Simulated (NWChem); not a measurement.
System: CH$_{3}$ClO$_{3}$Si; SMILES O=C(O)[Si@H](O)Cl

Here is an NWChem input.

```
start job
memory heap 200 mb stack 900 mb global 1100 mb
geometry units angstroms noautosym nocenter noautoz
  O     -0.540786    -1.925510    -0.791432
  C      0.167995    -1.318502    -0.023083
  O      1.334422    -1.781738     0.417422
  Si    -0.395440     0.419040     0.574486
  O     -1.960254     0.470857     0.072080
  Cl     0.801397     1.798405    -0.381995
  H      1.479066    -2.652214     0.004754
  H     -0.300444     0.650984     2.030911
  H     -2.138191    -0.205253    -0.598678
end
basis spherical
  * library def2-svp
end
dft
  xc b3lyp
  iterations 150
end
cosmo
  do_cosmo_smd true
  solvent water
end
task dft energy
```

Coordinates come from a PBE0/def2-SVP optimisation. B3LYP is NWChem's, with the RPA form of VWN correlation. Solvent: water.

Level: B3LYP/def2-SVP with SMD (1 M gas to 1 M solution), gas-phase geometry. Reactions with the solvent are ignored.

### Question
Give the results of this calculation. (B3LYP/def2-SVP, SMD on the gas-phase geometry.) Quantities: solvation free energy (kcal/mol); cavity-dispersion-structure term (kcal/mol); dipole in solution (D).

### Answer
```
Quantity                                     Value
-------------------------------------------  -----
solvation free energy (kcal/mol)              -6.5
cavity-dispersion-structure term (kcal/mol)    4.3
dipole in solution (D)                        2.64
```
